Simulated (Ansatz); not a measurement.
[MnF6]2- (MnF₆²⁻), relaxed as a doublet with UKS PBE-D4/def2-SVPD in Ansatz, starting from the PBE-D4/def2-SVPD geometry of the charge -2 quartet. Force threshold 0.02 eV/Å.

A multiply charged anion in the gas phase is held together partly by the finite basis. The charge -2 doublet is spin-contaminated (final ⟨S²⟩ up to 1.76, 0.75 for a pure state). The highest occupied level of the charge -2 doublet lies above zero (up to 3.55 eV). The electron is either unbound and held by the finite basis, or the level is raised by self-interaction error. At PBE-D4/def2-SVPD a quartet of charge -2 lies 0.95 eV below the doublet, each at its own geometry.

Start:

```xyz
7

Mn    0.000    0.000    0.000
F    -0.741    0.148    1.698
F     0.741   -0.148   -1.698
F    -1.420    0.971   -0.705
F     1.420   -0.971    0.705
F    -0.943   -1.579   -0.274
F     0.943    1.579    0.274
```

```csv
step,energy (eV),largest force component (eV/Å),SCF passes
1,-47590.5494,0.055,111
2,-47590.5497,0.029,21
3,-47590.5498,0.000,17
```

Force components are those of the run's own axes.

End:

Cartesian coordinates in Å:
```
Mn 0.0000 0.0000 0.0000
F -0.7400 0.1480 1.6955
F 0.7400 -0.1480 -1.6955
F -1.4183 0.9694 -0.7037
F 1.4183 -0.9694 0.7037
F -0.9418 -1.5763 -0.2734
F 0.9418 1.5763 0.2734
```

By distances, no bond broke or formed. The bond that changes most is Mn1–F2, from 1.86 to 1.86 Å (atoms count from 1).

No frequencies were taken in this run, so the end may be a saddle point.

Hardware: 4 threads of Intel Xeon 6975P-C on a shared host. Wall time 7.5 s.
